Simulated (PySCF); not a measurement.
C6H6F4O2.
Numbering: `[F:1][C@@H:2]1[CH2:3][CH:4]=[CH:5][O:6][C@H:7]1[O:8][C:9]([F:10])([F:11])[F:12]` (hydrogens: H13 on C2; H14, H15 on C3; H16 on C4; H17 on C5; H18 on C7)

Computed with PBE0-D3(BJ)/def2-SVP geometry optimisation, gas phase (PySCF).

Q: Give the optimised bond lengths and angles.

A: 
| bond | length (Å) | order |
| --- | --- | --- |
| F1–C2 | 1.373 | single |
| C2–C3 | 1.514 | single |
| C3–C4 | 1.496 | single |
| C4=C5 | 1.334 | double |
| C5–O6 | 1.365 | single |
| O6–C7 | 1.384 | single |
| C7–O8 | 1.419 | single |
| O8–C9 | 1.346 | single |
| C9–F10 | 1.334 | single |
| C9–F11, C9–F12 | 1.325 | single |
| C2–C7 | 1.524 | single |
| C2–H13 | 1.101 | single |
| C3–H14 | 1.104 | single |
| C3–H15 | 1.101 | single |
| C4–H16 | 1.091 | single |
| C5–H17 | 1.091 | single |
| C7–H18 | 1.099 | single |

Bonds in one row agree within 0.01 Å and their mean is given. Orders are formal, as drawn. A selection of angles:
| angle | degrees |
| --- | --- |
| F1–C2–C3 | 110.4 |
| F1–C2–C7 | 106.4 |
| C3–C2–C7 | 110.2 |
| C2–C3–C4 | 110.3 |
| C3–C4–C5 | 121.4 |
| C4–C5–O6 | 124.5 |
| C5–O6–C7 | 116.7 |
| O6–C7–O8 | 111.8 |
| C2–C7–O6 | 112.7 |
| C2–C7–O8 | 104.6 |
| C7–O8–C9 | 118.8 |
| O8–C9–F10 | 112.0 |
| O8–C9–F11 | 107.7 |
| O8–C9–F12 | 112.6 |
| F10–C9–F11 | 108.6 |
| F10–C9–F12 | 107.5 |

Torsions: F1–C2–C3–C4 -75° (synclinal); C2–C3–C4–C5 -16° (synperiplanar); C3–C4–C5–O6 -1° (synperiplanar); C4–C5–O6–C7 -12° (synperiplanar); C5–O6–C7–O8 -76° (synclinal); O6–C7–O8–C9 -65° (synclinal); C7–O8–C9–F10 -46° (synclinal); F1–C2–C7–O6 62° (synclinal).

The C–C distances run from 1.334 Å (C4=C5, drawn double) to 1.524 Å (C2–C7, drawn single), a spread of 0.190 Å. Of the pairs four or more bonds apart, F10···H18 is among the closest relative to their van der Waals radii: 2.40 Å, 90 % of the sum of Bondi's values. The 4 C–O bonds span 1.346 Å (O8–C9, drawn single) to 1.419 Å (C7–O8, drawn single), a spread of 0.073 Å. O8 (ether oxygen) is bent (angle 118.8°). The 6-membered ring C2–C3–C4–C5–O6–C7 has internal angles of 110.2° to 124.5° (sum 696°, against 720° for a flat polygon); it is puckered, 0.18 Å rms from its mean plane, widest ring torsion 57°. The C–F distances run from 1.320 Å (C9–F11, drawn single) to 1.373 Å (F1–C2, drawn single), a spread of 0.053 Å.

Point group: C1 (no symmetry element, even within 0.4 Å). Not checked by PBE0-D3(BJ)/def2-SVP frequencies. One conformer, not necessarily the lowest.

Rough CPU time on one thread of a shared machine: about 7 min. This is the geometry optimisation.
